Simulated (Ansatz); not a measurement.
A made-up structure of LiGaHF, singlet:

Li1  (1.315, 1.652, 2.507)
Ga2  (0.092, -0.164, -0.164)
F3  (1.112, 1.013, 0.750)
H4  (1.137, -0.985, -1.071)
(Å)

It is relaxed with PBE-D4/def2-SVP and then PBE0-D4/def2-TZVP (Ansatz 0.2.0). Atoms count as bonded within 1.22 times the sum of their covalent radii (H–H: 0.88 Å). The end point is not checked to be a true minimum.

Task: Does its bonding change? (Judge from chemistry; the calculation decides.)

Result: Computed: Yes. Formed: Li1–Ga2; broken: none.

Where it ends: The first stage lowers the energy by 0.98 eV in 9 steps. It ends as LiGaHF ([Li]1[F][GaH]1):
```xyz
4
angstrom
Li 0.7346 1.4646 2.0458
Ga 0.2102 -0.0465 0.1765
F 1.8363 0.9072 0.8971
H 0.8747 -0.8094 -1.0968
```

Labels in which every atom is bracketed show which atoms are joined, not bond orders.

For scale, one of the runs: PBE0-D4/def2-TZVP relaxation, 99 basis functions, launched by `ansatz run in.yaml --threads 2 --pin off --events-out ev --progress --plain --max-ram 4352MiB`. The run took about 8.5 s on 2 CPU threads of an Intel Xeon Platinum 8259CL (shared host).
